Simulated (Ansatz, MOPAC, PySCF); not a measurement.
Dimer: N2 (SMILES N#N) (first 2 atoms) with C2H6O (SMILES CCO); geometry from B3LYP-D3(BJ)/def2-TZVP, rigid monomers moved along the line of their centres of mass till N2···H11 is 2.77 Å.
(charge 0, multiplicity 1):
```
atom    x (Å)    y (Å)    z (Å)
----  -------  -------  -------
N      1.1442   0.9875  -0.1931
N      0.7713   0.2465   0.5147
C     -1.4767   0.4028   4.0570
C     -0.0218   0.0400   4.3057
O      0.3294  -1.2311   3.7707
H     -1.7219   1.3601   4.5235
H     -2.1367  -0.3629   4.4674
H     -1.6809   0.4907   2.9867
H      0.6375   0.8220   3.9070
H      0.1738  -0.0316   5.3767
H      0.2286  -1.1922   2.8135
```

Counterpoise-corrected where a basis set is named; no monomer relaxation. Rows marked so take none.

Rows in 6-31G* carry no dispersion term and start afresh at each structure (6-31G* with six Cartesian d functions). The state that PM3 reach isn't checked.

Codes used: Ansatz (Gaussian basis) for Hartree–Fock, density functionals and correlated methods; MOPAC for PM3 (differences of heats of formation); PySCF for 6-31G* rows, the dispersion terms. Each number belongs to the level named beside it.

```
level                            interaction energy (kcal/mol)
-------------------------------  -----------------------------
PM3                                                       0.04
HF/6-31G* (no counterpoise)                              -0.69
PBE/def2-TZVPPD                                          -0.80
PBE-D3(BJ)/def2-TZVPPD                                   -1.37
BP86/6-31G* (no counterpoise)                            -0.60
r2SCAN/def2-TZVPPD                                       -0.77
r2SCAN-D3(BJ)/def2-TZVPPD                                -1.06
PBE0-D4/def2-TZVPPD                                      -1.07
M06-2X/6-31G* (no counterpoise)                     (withheld)
```

### Question
Some entries are withheld; supply them.

### Answer

- M06-2X/6-31G* (no counterpoise), interaction energy (kcal/mol): -1.46

Ansatz is a quantum-chemistry and plane-wave program.
